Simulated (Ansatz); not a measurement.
Reaction (cleavage of the Zn–B bond): `CO[BH][ZnH]` + `OCF` → `FC[O][ZnH]` + `BOC`

Computed with Ansatz on PBE0-D4/def2-TZVP structures; ΔE is electronic, products minus reactants. CBS: MP2 limit from def2 TZ/QZ plus the TZ coupled-cluster correction, frozen cores. For Zn outer-core shells are correlated without core-valence functions, which leaves a few kJ/mol of doubt a bond. Scalar relativity is left out up to krypton. Each species was taken in one conformer, which may not be the lowest.

`CO[BH][ZnH]`:

Cartesian coordinates in Å:
```
C -1.192 -1.017 -0.534
O -0.313 -0.346 0.352
B 0.591 0.558 -0.070
Zn 1.819 1.465 1.358
H -1.020 -2.092 -0.455
H -2.221 -0.804 -0.239
H -1.028 -0.692 -1.566
H 0.622 0.779 -1.264
H 2.742 2.148 2.417
```

`OCF`:

Cartesian coordinates in Å:
```
O 0.646 0.725 -0.477
C -0.024 -0.196 0.284
F -0.331 -1.322 -0.454
H 0.041 1.107 -1.120
H -0.975 0.184 0.675
H 0.644 -0.498 1.092
```

`FC[O][ZnH]`:

```xyz
7

F    -0.994   -0.310    0.809
C    -0.676   -0.485   -0.571
O     0.522    0.067   -0.815
Zn    1.277    0.813    0.654
H    -0.690   -1.571   -0.729
H    -1.494    0.003   -1.115
H     2.054    1.483    1.768
```

`BOC`:

Cartesian coordinates in Å:
```
B -0.194 -0.071 1.333
O -0.101 0.687 0.234
C 0.144 0.136 -1.045
H -0.069 -1.266 1.258
H -0.403 0.497 2.366
H 0.237 -0.952 -0.996
H -0.681 0.403 -1.707
H 1.066 0.565 -1.443
```

```tsv
species	SCS-MP2/def2-TZVPP energy (Eh)
`CO[BH][ZnH]`	-1919.14627
`OCF`	-214.65815
`FC[O][ZnH]`	-1992.91362
`BOC`	-140.92995
```

**Question.** Work out ΔE.

**Answer.** ΔE = (-1992.91362) + (-140.92995) − (-1919.14627) − (-214.65815) = -0.03915 Eh = -1.07 eV. CCSD(T)/CBS gives -1.01 eV.

Largest T1 diagnostic among the species: 0.016.

In def2-TZVPP, CCSD(T) changes the Hartree–Fock value by +0.15 eV (the triples alone add +0.01 eV) and MP2 by +0.11 eV. From PBE to PBE0 (25 % exact exchange), in def2-TZVPP and without D4, ΔE moves by −0.04 eV.
